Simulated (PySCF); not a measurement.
A species of formula C3H5NOSi has this rotational fingerprint, computed with PBE0-D3(BJ)/def2-SVP geometry optimisation, gas phase (PySCF):

| Property | Result |
| --- | --- |
| Rotational constants | A = 10086, B = 1057, C = 967.8 MHz |
| Dipole components | \|μa\| = 0.66 D, \|μb\| = 3.69 D, \|μc\| = 0.06 D |
| Inertial defect | -6.01 u·Å² |
| κ | -0.98 |

Question: Which candidate fits, each taken in the one conformer that was computed?
A. `[CH2:1]=[CH:2][O:3][SiH2:4][C:5]#[N:6]` with C1–C2–O3–Si4 -159°, C2–O3–Si4–C5 -47°
B. `[O:1]=[CH:2][C:3]1=[N:4][SiH2:5][CH2:6]1` with O1–C2–C3–N4 -179°
C. `NC(=O)C#C[SiH3]`

Answer: C. It is NC(=O)C#C[SiH3], a near-prolate asymmetric top. The candidates at the same level (rigid rotor, commonest isotopes):

```
         SMILES  A (MHz)  B (MHz)  C (MHz)  μa (D)  μb (D)  μc (D)  Δ (u·Å²)  point group                        rotor
O=CC1=N[SiH2]C1     9185     1841     1578    1.97    0.95    0.00     -9.25           Cs  near-prolate asymmetric top
NC(=O)C#C[SiH3]    10086     1057    967.8    0.66    3.69    0.06     -6.01      near Cs  near-prolate asymmetric top
  C=CO[SiH2]C#N     5711     1635     1308    1.43    1.93    0.73    -11.38           C1               asymmetric top
```

`O=CC1=N[SiH2]C1` has B 74 % too high; `C=CO[SiH2]C#N` has B 55 % too high. No structure here is proved a minimum.
